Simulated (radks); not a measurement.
Excited configurations of neutral neon: one electron is placed in a higher orbital outside [He] 2s2 2p5. The ground configuration is [Ne]. Calculated with a radial shooting solver on a logarithmic mesh with Libxc functionals: non-relativistic Kohn-Sham, SCAN, spin-unpolarised, spherical densities, point nucleus; meta-GGA in the generalised Kohn-Sham scheme. Excitation = E - E(ground); binding = E(ion) - E, where the ion is the core of charge +1; n* = 1/sqrt(2 binding) in atomic units, and the quantum defect is n - n*.

outer orbital  excitation (eV)  binding (eV)     n*  quantum defect  eigenvalue (eV)
3p                      20.439         2.748  2.225           0.775           -1.354
4p                      21.808         1.379  3.141           0.859           -0.814
4d                      22.313         0.874  3.945           0.055           -0.486
5p                      22.365         0.822  4.069           0.931           -0.527
5d                      22.615         0.573  4.875           0.125           -0.351
6p                      22.633         0.554  4.956           1.044           -0.362
6d                      22.775         0.412  5.745           0.255           -0.260
7p                      22.792         0.395  5.867           1.133           -0.263

The Delta-SCF ionisation energy is 23.187 eV (NIST Atomic Spectra Database: 21.565 eV, measured). Self-interaction in the functional shifts the binding energies and quantum defects, so they are the method's values and not measured ones. Spin polarisation and multiplet splitting are left out, so open shells lie too high by an amount that depends on their filling.

Beside tabulated values, note that spin-unpolarised runs miss the spin-polarisation part of the exchange energy of open shells.
